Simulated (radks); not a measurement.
Spherical quantum dot in the effective-mass picture: electrons in a hard-walled sphere of radius 12.9, with a point charge +1 (a donor) at the centre, all in effective atomic units (hartree* = m*/eps^2 hartree, bohr* = eps/m* bohr), one dielectric constant everywhere. Calculated with a radial shooting solver with Libxc functionals: non-relativistic Kohn-Sham, PBEsol, spin-polarised, spherical densities. Levels are named by radial order and angular momentum (1s, 1p, 1d, 2s, ...), and open shells are averaged over m.

N = 4, configuration 1s2 1p(up 1, down 0) 2s(up 1, down 0). This is the lowest configuration that the search found (a dilute case). Occupied levels:

| level | occupation | eigenvalue (hartree*) | <r> (bohr*) |
|---|---|---|---|
| 1s up | 1 | 0.24086 | 2.648 |
| 1s down | 1 | 0.27450 | 4.684 |
| 2s up | 1 | 0.28247 | 7.934 |
| 1p up | 1 | 0.29111 | 8.710 |

Energy (hartree*): total -0.104927, kinetic 0.63060, external -1.5360, Hartree 1.3603, exchange-correlation -0.55991.
